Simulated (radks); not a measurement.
Q: Radial electron density D(r) = 4 pi r^2 rho(r) of an atom or ion with 1 electrons. Calculated with a radial shooting solver on a logarithmic mesh with Libxc functionals: scalar-relativistic Kohn-Sham, OLYP, spin-polarised, spherical densities, point nucleus.

| r (bohr) | D(r) (e/bohr) |
|---|---|
| 0.01575 | 0.05644 |
| 0.01706 | 0.06553 |
| 0.01833 | 0.07491 |
| 0.01986 | 0.08683 |
| 0.02134 | 0.09908 |
| 0.02312 | 0.1146 |
| 0.02484 | 0.1305 |
| 0.02691 | 0.1507 |
| 0.02892 | 0.1712 |
| 0.03133 | 0.1970 |
| 0.03367 | 0.2233 |
| 0.03618 | 0.2527 |
| 0.0392 | 0.2894 |
| 0.04212 | 0.3265 |
| 0.04563 | 0.3724 |
| 0.04904 | 0.4185 |
| 0.05312 | 0.4752 |
| 0.05709 | 0.5315 |
| 0.06185 | 0.6003 |
| 0.06646 | 0.6679 |
| 0.072 | 0.7497 |
| 0.07737 | 0.8291 |
| 0.08382 | 0.9237 |
| 0.09007 | 1.014 |
| 0.0968 | 1.110 |
| 0.1049 | 1.220 |
| 0.1127 | 1.323 |
| 0.1221 | 1.440 |
| 0.1312 | 1.545 |
| 0.1421 | 1.661 |
| 0.1527 | 1.761 |
| 0.1654 | 1.866 |
| 0.1778 | 1.951 |
| 0.1926 | 2.032 |
| 0.207 | 2.091 |
| 0.2224 | 2.133 |
| 0.241 | 2.157 |
| 0.259 | 2.156 |
| 0.2805 | 2.128 |
| 0.3015 | 2.078 |
| 0.3266 | 1.993 |
| 0.3509 | 1.893 |
| 0.3802 | 1.758 |
| 0.4086 | 1.617 |
| 0.4426 | 1.444 |
| 0.4756 | 1.280 |
| 0.5152 | 1.094 |
| 0.5537 | 0.9293 |
| 0.595 | 0.7719 |
| 0.6446 | 0.6111 |
| 0.6927 | 0.4822 |
| 0.7504 | 0.3593 |
| 0.8064 | 0.2674 |
| 0.8736 | 0.1858 |
| 0.9388 | 0.1292 |
| 1.017 | 0.08266 |
| 1.093 | 0.05302 |
| 1.184 | 0.03075 |
| 1.272 | 0.01792 |
| 1.378 | 0.009258 |
| 1.481 | 0.004821 |

What is the nuclear charge?

A: Z = 4. The innermost maximum, from 1s, lies near gamma/Z bohr with gamma = sqrt(1 - (Z/c)^2) = 1.000, here 0.25 bohr (found: 0.249), and its height grows with Z. The density is that of the beryllium ion Be3+ in 1s1; the configuration itself is not fixed sharply by these data. D(r) has 1 maximum, at r = 0.249 bohr.
